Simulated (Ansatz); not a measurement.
Computed with Ansatz on PBE0-D4/def2-TZVP structures; ΔE is electronic, products minus reactants. CCSD(T)/CBS adds triple-zeta CCSD(T) − MP2 to the extrapolated MP2 energy (def2 sets, frozen cores). This one scheme is used for every species. Functionals use def2-TZVPP. B3LYP here is the variant with VWN-RPA as its local correlation; programs differ in this. One conformer a species, not always the lowest.

Consider the ligand exchange at the Si–C bond: `[SiH3][CH2][AlH][SiH3]` + H–F → `F[SiH3]` + `[CH3][AlH][SiH3]`.

```tsv
species	B3LYP-D4 energy (Eh)
`[SiH3][CH2][AlH][SiH3]`	-865.05152
H–F	-100.49283
`F[SiH3]`	-391.27327
`[CH3][AlH][SiH3]`	-574.31855
```

Problem. Work out ΔE.

Solution. ΔE = (-391.27327) + (-574.31855) − (-865.05152) − (-100.49283) = -0.04747 Eh = -1.29 eV. CCSD(T)/CBS gives -1.21 eV.

Largest T1 diagnostic among the species: 0.012.

In def2-TZVPP, CCSD(T) changes the Hartree–Fock value by +0.30 eV (the triples alone add +0.04 eV) and MP2 by +0.31 eV. The D4 term adds +0.11 eV with B3LYP and +0.06 eV with PBE0; it sums over pairs of atoms, weighted by their polarisabilities, and B3LYP, whose exchange is more repulsive, gets the larger term.
